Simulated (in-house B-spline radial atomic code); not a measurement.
Values are calculated unless marked as measured or tabulated.
As ion on Cu atom: potential, deflection and energy transfer

The pair potential comes from two frozen, spherical free-atom densities (PBE, B-spline radial code, scalar-relativistic past argon): electrostatics plus the change in Thomas-Fermi kinetic and Dirac exchange energy where they overlap, the recipe behind the universal ZBL potential, which averages such potentials (from solid-state densities) over many pairs. It is written V = (Z1 Z2 e²/r) φ(r/a), with e² = 14.3996 eV·Å and a = 0.46850 Å/(Z1^0.23 + Z2^0.23); ZBL's fit is φ = 0.18175 e^(−3.1998x) + 0.50986 e^(−0.94229x) + 0.28022 e^(−0.4029x) + 0.02817 e^(−0.20162x). Where φ falls below 4e-4 it is continued as an exponential.

Masses 74.92 and 63.55 u.

| x = r/a | φ, this pair | φ, ZBL |
| --- | --- | --- |
| 0.1 | 0.893 | 0.8928 |
| 0.25 | 0.7715 | 0.7647 |
| 0.5 | 0.6232 | 0.6096 |
| 1 | 0.4307 | 0.4164 |
| 1.5 | 0.3119 | 0.2995 |
| 2 | 0.2321 | 0.2218 |
| 3 | 0.1358 | 0.1292 |
| 4 | 0.08306 | 0.08026 |
| 5 | 0.05349 | 0.05224 |
| 6.5 | 0.02911 | 0.02914 |
| 8 | 0.01619 | 0.01705 |
| 10 | 0.007987 | 0.008778 |
| 12 | 0.004367 | 0.00474 |
| 14.5 | 0.002213 | 0.002328 |
| 17 | 0.001142 | 0.001212 |
| 20 | 0.0005115 | 0.0005882 |

Q: At x = 3 the electrostatic, kinetic and exchange parts are 1146.2, 4988.34 and -270.15 eV. Find r, V and φ.

A: a = 0.46850/(2.2349 + 2.1695) = 0.10637 Å, so r = 0.31912 Å. V = 1146.2 + 4988.34 + (-270.15) = 5864.39 eV. The bare repulsion is 33 × 29 × 14.3996/0.31912 = 43183 eV, so φ = 0.1358, +5.1 % against ZBL's 0.1292. The kinetic (Pauli) term is 85 % of V here.

Q: The ion comes in at 2.823 keV with impact parameter 0.2127 Å. The scattering integral gives a centre-of-mass angle of 120.7° and a closest approach of 5.357 a. What are the reduced energy, the energy passed on and the laboratory angles?

A: ε = E a M2/(Z1 Z2 e² (M1 + M2)) = 2823 × 3.5426e-06 = 0.01. The most that one collision can pass on is γE with γ = 4 M1 M2/(M1 + M2)² = 0.9933. Here T = γE sin²(θ/2) = 0.9933 × 2823 × 0.7554 = 2118 eV. The ion turns by arctan(sin θ/(cos θ + M1/M2)) = 52.1°, and the struck atom leaves at (180° − θ)/2 = 29.6°. The closest approach is 0.570 Å. With ZBL the angle would be 119.98° and T = 2102 eV.
